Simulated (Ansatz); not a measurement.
C$_{2}$H$_{5}$AlF$_{2}$O, relaxed with RKS PBE-D4/def2-SVP in the Gaussian-basis code of Ansatz from a rough embedded geometry. The force threshold is 0.03 eV/Å; the program also tests the step.

The species carries charge 0 and has multiplicity 1. The bonds changed during the relaxation, so this is another structure than the one it started from.

Start:

```xyz
11

O     1.238    0.682    1.140
C     0.571    1.063    0.031
F     0.342    2.425    0.091
F     1.320    0.814   -1.158
C    -0.797    0.348   -0.044
Al   -0.630   -1.633   -0.255
H     1.739   -0.130    0.985
H    -1.371    0.588    0.844
H    -1.306    0.730   -0.935
H    -1.239   -2.365   -1.556
H     0.132   -2.524    0.856
```

```tsv
step	energy (eV)	largest force (eV/Å)	largest move (Å)
1	-16209.8098	1.728	0.000
2	-16209.9710	0.831	0.097
3	-16210.0088	0.285	0.115
4	-16210.0414	0.259	0.199
5	-16210.0588	0.465	0.196
6	-16210.0634	0.635	0.197
7	-16210.1202	0.323	0.200
8	-16210.1948	0.949	0.196
9	-16210.3104	1.607	0.195
10	-16210.3935	1.362	0.195
11	-16210.5009	1.007	0.072
13	-16210.9063	1.603	0.196
15 (rejected)	-16210.7195	5.214	0.195
17	-16211.3167	0.881	0.099
19	-16211.4350	0.491	0.182
21	-16211.4741	0.209	0.071
23	-16211.4822	0.125	0.048
25	-16211.4868	0.060	0.057
27	-16211.4888	0.051	0.028
29 (rejected)	-16211.4387	1.754	0.194
31	-16211.5643	0.442	0.098
33	-16211.7448	0.700	0.200
35	-16211.7660	0.839	0.096
37	-16211.7986	0.110	0.032
39	-16211.8038	0.067	0.034
41	-16211.8053	0.039	0.016
43	-16211.8055	0.021	0.009
```

End:

```xyz
11

O     1.069    1.029    1.414
C     0.322    1.376    0.530
F     0.570    2.527   -0.148
F     1.143   -0.784   -1.929
C    -0.848    0.637    0.005
Al   -0.167   -1.002   -0.896
H     0.966   -1.088    1.018
H    -1.458    0.258    0.851
H    -1.474    1.250   -0.670
H    -0.968   -2.371   -0.965
H     0.846   -1.831    0.790
```

Hardware: 4 threads of an Arm Neoverse V1 on a shared host. Wall time 62 s, peak host memory 0.16 GiB.
